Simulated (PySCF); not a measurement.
PySCF input file for CH7FO2Si2, SMILES O[SiH2][C@@H](O)[SiH2]F, TDA-PBE/def2-SVPD. Geometry: PBE0-D3(BJ)/def2-SVP. The structure was generated by enumeration; whether it is a known compound was not checked. The values are those of a single conformer.

```python
import numpy as np
from pyscf import gto, scf, dft, tdscf

mol = gto.M(
    atom='''
    O    -1.13112544    1.78048438    0.80451031
    Si   -1.48792429    0.30989920    0.11756693
    C    -0.05314373   -0.90857368    0.39591044
    O    -0.34557784   -2.21471492   -0.09035386
    Si    1.48294328   -0.32409219   -0.51715462
    F     1.52259239    1.30401898   -0.26601375
    H    -0.27357456    2.13281395    0.53336534
    H    -2.70363830   -0.22656843    0.79581742
    H    -1.74613193    0.39538069   -1.35350722
    H     0.19426314   -0.90428528    1.47922418
    H    -1.08590603   -2.57156520    0.41226854
    H     1.35896342   -0.55192359   -1.98044061
    H     2.75491539   -0.88603471    0.01290948
    ''',
    basis='def2-SVPD',
    charge=0,
    spin=0,
    max_memory=1600,
    verbose=4,
)
mf = dft.RKS(mol, xc='pbe').density_fit(auxbasis='def2-universal-jkfit')
mf.grids.level = 3
mf.conv_tol = 1e-9
mf.max_cycle = 100
mf.kernel()
mf.grids = dft.Grids(mol).set(level=1).build(with_non0tab=True)  # coarser grid for the response kernel
td = tdscf.TDA(mf)
td.singlet = True
td.nstates = 10
td.conv_tol = 1e-4
td.positive_eig_threshold = 1e-6
td.kernel(x0=td.get_init_guess(mf, 15))
td.analyze()
tt = tdscf.TDA(mf)
tt.singlet = False
tt.nstates = 4
tt.conv_tol = 1e-4
tt.positive_eig_threshold = 1e-6
tt.kernel(x0=tt.get_init_guess(mf, 9))
tt.analyze(verbose=3)
```

It prints:

```
PySCF version 2.14.0

[INPUT] verbose = 4
[INPUT] num. atoms = 13
[INPUT] num. electrons = 66
[INPUT] charge = 0
[INPUT] spin (= nelec alpha-beta = 2S) = 0
[INPUT] symmetry False subgroup None
[INPUT] Mole.unit = angstrom
[INPUT] Symbol           X                Y                Z      unit          X                Y                Z       unit  Magmom
[INPUT]  1 O     -1.131125440000   1.780484380000   0.804510310000 AA   -2.137517294128   3.364627847266   1.520304150289 Bohr   0.0
[INPUT]  2 Si    -1.487924290000   0.309899200000   0.117566930000 AA   -2.811769402188   0.585624614222   0.222169299006 Bohr   0.0
[INPUT]  3 C     -0.053143730000  -0.908573680000   0.395910440000 AA   -0.100427094938  -1.716955419188   0.748162301456 Bohr   0.0
[INPUT]  4 O     -0.345577840000  -2.214714920000  -0.090353860000 AA   -0.653047472319  -4.185204642788  -0.170744049697 Bohr   0.0
[INPUT]  5 Si     1.482943280000  -0.324092190000  -0.517154620000 AA    2.802356657464  -0.612445478211  -0.977280595854 Bohr   0.0
[INPUT]  6 F      1.522592390000   1.304018980000  -0.266013750000 AA    2.877282616447   2.464238733435  -0.502693132869 Bohr   0.0
[INPUT]  7 H     -0.273574560000   2.132813950000   0.533365340000 AA   -0.516980993048   4.030434240152   1.007914416936 Bohr   0.0
[INPUT]  8 H     -2.703638300000  -0.226568430000   0.795817420000 AA   -5.109135926885  -0.428152281173   1.503876968958 Bohr   0.0
[INPUT]  9 H     -1.746131930000   0.395380690000  -1.353507220000 AA   -3.299711125058   0.747161219042  -2.557757953421 Bohr   0.0
[INPUT] 10 H      0.194263140000  -0.904285280000   1.479224180000 AA    0.367104130698  -1.708851517676   2.795328577034 Bohr   0.0
[INPUT] 11 H     -1.085906030000  -2.571565200000   0.412268540000 AA   -2.052064993714  -4.859553939462   0.779074630374 Bohr   0.0
[INPUT] 12 H      1.358963420000  -0.551923590000  -1.980440610000 AA    2.568068677102  -1.042984426787  -3.742490358867 Bohr   0.0
[INPUT] 13 H      2.754915390000  -0.886034710000   0.012909480000 AA    5.206035583449  -1.674362938758   0.024395381611 Bohr   0.0

nuclear repulsion = 397.413410283834
number of shells = 83
number of NR pGTOs = 283
number of NR cGTOs = 193
basis = def2-SVPD
ecp = {}


[settings echo left out]
init E= -870.962345720688
  HOMO = -0.310846234194882  LUMO = -0.0934257330469412  gap/eV = 5.91631
cycle= 1 E= -870.469177625417  delta_E= 0.493  |g|= 1.07  |ddm|= 4.46
  HOMO = -0.0969430935690583  LUMO = -0.0377410570320209  gap/eV = 1.61097
cycle= 2 E= -869.572748503526  delta_E= 0.896  |g|= 2.37  |ddm|= 2.95
  HOMO = -0.228399684521063  LUMO = -0.0601439247217157  gap/eV = 4.57847
cycle= 3 E= -870.677864536834  delta_E= -1.11  |g|= 0.183  |ddm|= 2.09
  HOMO = -0.240935027210909  LUMO = -0.0641110275050041  gap/eV = 4.81163
cycle= 4 E= -870.681920164528  delta_E= -0.00406  |g|= 0.14  |ddm|= 0.376
  HOMO = -0.230975424627338  LUMO = -0.0603840488577507  gap/eV = 4.64203
cycle= 5 E= -870.68619209336  delta_E= -0.00427  |g|= 0.0275  |ddm|= 0.182
  HOMO = -0.232183399203602  LUMO = -0.0609172578819663  gap/eV = 4.66039
cycle= 6 E= -870.686322297514  delta_E= -0.00013  |g|= 0.0131  |ddm|= 0.0382
  HOMO = -0.232352754341792  LUMO = -0.060992887367584  gap/eV = 4.66294
cycle= 7 E= -870.686357292868  delta_E= -3.5e-05  |g|= 0.0021  |ddm|= 0.0142
  HOMO = -0.232321115942586  LUMO = -0.0609002931904783  gap/eV = 4.66460
cycle= 8 E= -870.686358334979  delta_E= -1.04e-06  |g|= 0.000692  |ddm|= 0.00361
  HOMO = -0.232300636825085  LUMO = -0.0609114929162438  gap/eV = 4.66374
cycle= 9 E= -870.686358429183  delta_E= -9.42e-08  |g|= 0.00031  |ddm|= 0.00111
  HOMO = -0.232331692880642  LUMO = -0.0609237131487608  gap/eV = 4.66425
cycle= 10 E= -870.686358447481  delta_E= -1.83e-08  |g|= 6.61e-05  |ddm|= 0.000402
  HOMO = -0.232334774550024  LUMO = -0.0609250939009272  gap/eV = 4.66429
cycle= 11 E= -870.686358448347  delta_E= -8.66e-10  |g|= 2.62e-05  |ddm|= 0.000136
  HOMO = -0.232328943000441  LUMO = -0.0609233331279833  gap/eV = 4.66418
Extra cycle  E= -870.686358448239  delta_E= 1.08e-10  |g|= 3.59e-05  |ddm|= 9.54e-05
converged SCF energy = -870.686358448239
tot grids = 50968
Overwritten attributes  positive_eig_threshold  of <class 'pyscf.tdscf.rks.TDA'>


******** <class 'pyscf.tdscf.rks.TDA'> for <class 'pyscf.df.df_jk.DFRKS'> ********
nstates = 10 singlet
deg_eia_thresh = 1.000e-03
wfnsym = None
conv_tol = 0.0001
eigh lindep = 1e-12
eigh level_shift = 0
eigh max_cycle = 100


Excitation energies (eV)
[4.77663677 5.82093022 5.87498888 5.96306448 6.25968685 6.59618289
 6.79205924 6.80020113 6.92788192 6.98865284]

** Singlet excitation energies and oscillator strengths **
Excited State   1:      4.77664 eV    259.56 nm  f=0.0032
      33 -> 34        0.70510
Excited State   2:      5.82093 eV    213.00 nm  f=0.0013
      31 -> 34       -0.14494
      33 -> 35        0.68691
Excited State   3:      5.87499 eV    211.04 nm  f=0.0061
      31 -> 34        0.20141
      32 -> 34        0.66600
      33 -> 35        0.10665
Excited State   4:      5.96306 eV    207.92 nm  f=0.0024
      31 -> 34        0.66017
      32 -> 34       -0.21624
      33 -> 35        0.11758
Excited State   5:      6.25969 eV    198.07 nm  f=0.0047
      33 -> 36        0.70165
Excited State   6:      6.59618 eV    187.96 nm  f=0.0451
      33 -> 37        0.69276
Excited State   7:      6.79206 eV    182.54 nm  f=0.0063
      30 -> 34        0.62213
      33 -> 38        0.32449
Excited State   8:      6.80020 eV    182.32 nm  f=0.0360
      30 -> 34        0.32721
      33 -> 38       -0.59513
      33 -> 39        0.13961
Excited State   9:      6.92788 eV    178.96 nm  f=0.0069
      31 -> 35        0.10194
      32 -> 35        0.64468
      33 -> 39        0.26479
Excited State  10:      6.98865 eV    177.41 nm  f=0.0356
      31 -> 35       -0.24805
      32 -> 35       -0.20232
      33 -> 38        0.14456
      33 -> 39        0.59010

** Transition electric dipole moments (AU) **
state          X           Y           Z        Dip. S.      Osc.
  1        -0.0815     -0.1010      0.1024      0.0273      0.0032
  2         0.0438      0.0753     -0.0428      0.0094      0.0013
  3        -0.1993      0.0096     -0.0476      0.0421      0.0061
  4         0.1199     -0.0243     -0.0420      0.0167      0.0024
  5        -0.1642      0.0556     -0.0300      0.0310      0.0047
  6         0.5265     -0.0200      0.0399      0.2792      0.0451
  7        -0.1646      0.0508      0.0903      0.0378      0.0063
  8         0.4302     -0.1660      0.0597      0.2162      0.0360
  9         0.1784      0.0822     -0.0484      0.0409      0.0069
 10        -0.4534     -0.0461     -0.0039      0.2077      0.0356

** Transition velocity dipole moments (imaginary part, AU) **
state          X           Y           Z        Dip. S.      Osc.
  1         0.0249     -0.0175      0.0194      0.0013      0.0050
  2         0.0118      0.0077      0.0085      0.0003      0.0008
  3        -0.0094      0.0017     -0.0097      0.0002      0.0006
  4         0.0056      0.0012      0.0216      0.0005      0.0015
  5        -0.0301      0.0002     -0.0242      0.0015      0.0043
  6         0.0962     -0.0105      0.0118      0.0095      0.0261
  7        -0.0381      0.0127      0.0066      0.0017      0.0044
  8         0.0838     -0.0377      0.0096      0.0085      0.0228
  9         0.0309      0.0180     -0.0120      0.0014      0.0037
 10        -0.0775      0.0009     -0.0029      0.0060      0.0156

** Transition magnetic dipole moments (imaginary part, AU) **
state          X           Y           Z
  1         0.1126     -0.0487     -0.0462
  2         0.0890      0.0938     -0.2233
  3         0.5275      0.0532      0.1746
  4         0.3138     -0.0829     -0.5836
  5         0.2284      0.0226     -0.0301
  6        -0.0996     -0.3802     -0.3952
  7         0.6354     -0.0854     -0.5553
  8         0.3343     -0.1680     -0.4374
  9        -0.0461      0.9382     -0.0750
 10         0.0015      0.0748     -0.0415


******** <class 'pyscf.tdscf.rks.TDA'> for <class 'pyscf.df.df_jk.DFRKS'> ********
nstates = 4 triplet
deg_eia_thresh = 1.000e-03
wfnsym = None
conv_tol = 0.0001
eigh lindep = 1e-12
eigh level_shift = 0
eigh max_cycle = 100


Excitation energies (eV)
[4.52193565 5.63328306 5.66622749 5.76303549]

** Triplet excitation energies and oscillator strengths **
Excited State   1:      4.52194 eV    274.18 nm  f=0.0000
Excited State   2:      5.63328 eV    220.09 nm  f=0.0000
Excited State   3:      5.66623 eV    218.81 nm  f=0.0000
Excited State   4:      5.76304 eV    215.14 nm  f=0.0000
```

The run converged.
